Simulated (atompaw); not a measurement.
# u(r) = r·R(r): atom against pseudo-atom (scandium (Sc))

Columns: radius, all-electron u(r) and pseudo u(r) of the 4p shell (level -1.16 eV) of scandium in the configuration [Ne] 3s2 3p6 3d2 4s1 4p0; PBEsol, scalar-relativistic, PAW (atompaw) scheme, atompaw 4.2.0.5.

```
r (bohr)  all-electron   pseudo
   0.115        0.0754  -0.0014
   0.231        0.0840  -0.0055
   0.346        0.0249  -0.0116
   0.462       -0.0491  -0.0192
   0.577       -0.1090  -0.0271
   0.692       -0.1467  -0.0342
   0.808       -0.1624  -0.0393
   0.923       -0.1593  -0.0411
   1.038       -0.1424  -0.0387
   1.154       -0.1156  -0.0312
   1.269       -0.0828  -0.0187
   1.385       -0.0462  -0.0008
   1.500       -0.0082   0.0215
   1.615        0.0300   0.0476
   1.731        0.0678   0.0769
   1.846        0.1041   0.1078
   1.962        0.1390   0.1400
   2.077        0.1716   0.1717
   2.192        0.2023   0.2023
   2.308        0.2311   0.2311
   2.423        0.2577   0.2577
   2.538        0.2823   0.2823
   2.654        0.3051   0.3051
   2.769        0.3258   0.3258
   2.885        0.3449   0.3449
   3.000        0.3620   0.3620
```

Task: How many radial nodes do the two functions have?

Result: The all-electron 4p function has n − l − 1 = 2; the pseudo-wave has 1, since 1 lower shell of the same l stays in the valence.

Task: At about which radius was the pseudo-wave matched?

Result: 2.20 bohr. The columns agree to 0.0005 from 2.08 bohr on; several derivatives are matched, so the curves merge somewhat inside the radius.

Task: Is the pseudo-wave norm-conserving?

Result: No, it belongs to a PAW set: the norm inside the radius is not constrained, and the difference is carried by the augmentation charge.
